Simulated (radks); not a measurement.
Values are calculated unless marked as measured or tabulated.
Ionisation of neutral mercury, [Hg], to Hg+, [Xe] 4f14 5d10 6s1, under several functionals. Dirac Kohn-Sham, spin-unpolarised, spherical densities, finite nucleus; a radial shooting solver on a logarithmic mesh with Libxc functionals.

| functional | E(Hg) (hartree) | Exc (hartree) | IE (eV) | -e(HOMO) (eV) | <r> HOMO (bohr) | IE error (eV) |
|---|---|---|---|---|---|---|
| LDA (Slater exchange, Perdew-Wang correlation) | -19646.5858 | -362.7777 | 11.045 | 7.133 | 2.680 | +0.608 |
| HCTH/407 | -19668.5155 | -385.2153 | 10.717 | 6.857 | 2.710 | +0.279 |
| B86b exchange with PBE correlation | -19658.7520 | -375.0561 | 10.720 | 6.846 | 2.696 | +0.282 |
| LDA (Slater exchange, Perdew-Zunger correlation) | -19646.5935 | -362.7855 | 11.051 | 7.139 | 2.680 | +0.614 |
| exchange-only LDA | -19638.2029 | -354.2993 | 9.900 | 6.036 | 2.726 | -0.537 |
| BP86 | -19659.6183 | -375.9276 | 10.877 | 7.002 | 2.685 | +0.440 |

NIST Atomic Spectra Database: 10.438 eV (measured). Closest: HCTH/407. The Delta-SCF values span 1.15 eV, the total energies 30.31 hartree. The highest occupied level is 6s1/2. Spin polarisation and multiplet splitting are left out, so open shells lie too high by an amount that depends on their filling.

Beside tabulated values, note that spin-unpolarised runs miss the spin-polarisation part of the exchange energy of open shells.
